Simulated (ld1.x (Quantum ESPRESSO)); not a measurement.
What one change does to a pseudopotential (lead (Pb), TM)

| Item | Value |
| --- | --- |
| Element | Pb (Z = 82) |
| Generator | ld1.x (Quantum ESPRESSO) 7.5 |
| Type | norm-conserving Troullier–Martins (Kleinman–Bylander form) |
| Functional | PBEsol |
| Relativity | fully relativistic |
| Frozen core | [Xe] 4f14 |
| Valence charge | 14 |
| Reference configuration | 5d10 6s2 6p2 |
| Partial waves | 6p (bound): rc 2.70 bohr; 5d (bound): rc 1.75 bohr; 6s (bound): rc 2.15 bohr |
| Local potential | the s channel |
| Core correction | Bessel-smoothed model core inside 1.30 bohr |

Open shells are filled in proportion to 2j + 1 (rel_dist='average').

All-electron outer shells of the reference configuration (PBEsol, scalar-relativistic, ld1.x):

```tsv
shell	level (eV)	outermost node (bohr)	outermost maximum (bohr)
4f	-132.94	–	0.35
5p	-85.81	0.49	0.88
5d	-21.16	0.52	1.07
6s	-12.10	1.01	1.95
6p	-3.52	1.18	2.63
```

Change: core [Xe] 4f14 5d10, valence charge 4; reference 6s2 6p0; waves now 6s (bound): rc 1.85 bohr; 6p (bound): rc 1.75 bohr; local potential all-electron potential smoothed inside 1.35 bohr (lloc = -1); core correction Bessel-smoothed model core, default radius (core density twice the valence density).

Cutoffs: the cutoffs (Ry, on a coarse ladder) from which the occupation-weighted sum of valence levels, in a spherical-Bessel basis at the reference potential, stays within 10 and 1 mRy of its value at 400 Ry; they do not see the model core or the augmentation charge, which bear on the density cutoff. Errors are all-electron minus pseudo energies relative to the spin-unpolarised reference configuration.

Task: What does the change do?

Result: The potential gets softer (55 Ry and 90 Ry → 25 Ry and 40 Ry); a bound ghost appears in d, p, s, which as a rule spoils a file. The shells moved into the core no longer need plane waves of their own. Several settings change at once here, so the effects cannot be laid on one of them.

| quantity | base | changed |
| --- | --- | --- |
| cutoff, loose | 55 Ry | 25 Ry |
| cutoff, tight | 90 Ry | 40 Ry |
| bound ghosts | none | s, p1/2, p3/2, d |
| largest error over its own tests, meV | -92 | -203 |

Changed file: The cutoffs count occupied waves only; the empty 6p level needs 50 Ry at the loose tolerance. A true bound ghost makes a file unfit for plane-wave use even where its test errors are small: the radial tests pick states by their node count and pass the ghost by.
